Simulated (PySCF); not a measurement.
W(OMe)(H)5 (CH₈OW), SMILES [O]([WH5])C, multiplicity 1. Geometry optimised at PBE-D3(BJ)/def2-SVP. The multiplicity is an assumed one; no other spin state was optimised. The structure was generated by enumeration; whether it is a known compound was not checked. The def2 effective core potentials stand for the cores of W; spin–orbit coupling is left out.

### Question
Give the equilibrium geometry at PBE-D3(BJ)/def2-SVP (PySCF confirms it by a frequency run) as bond lengths and angles, and its point group. (An estimate is asked for; the answer gives what the named calculation found.)

### Answer
point group Cs.
Atoms: W1 O2 C3 H4 H5 H6 H7 H8 H9 H10 H11. Bonded distances (Å): W1–O2 1.870, W1–H7 1.698, W1–H8 1.668, W1–H9 1.717, W1–H10 1.698, W1–H11 1.717, O2–C3 1.414, C3–H4 1.110, C3–H5 1.110, C3–H6 1.110. Bond angles (°): O2–W1–H7 128.6, O2–W1–H8 82.9, O2–W1–H9 109.8, O2–W1–H10 128.6, O2–W1–H11 109.8, H7–W1–H8 61.4, H7–W1–H9 63.9, H7–W1–H10 66.1, H7–W1–H11 118.8, H8–W1–H9 117.0, H8–W1–H10 61.4, H8–W1–H11 117.0, H9–W1–H10 118.8, H9–W1–H11 115.2, H10–W1–H11 63.9, W1–O2–C3 142.6, O2–C3–H4 109.5, O2–C3–H5 109.5, O2–C3–H6 110.8, H4–C3–H5 108.8, H4–C3–H6 109.1, H5–C3–H6 109.1.
Charge 0, spin multiplicity 1.
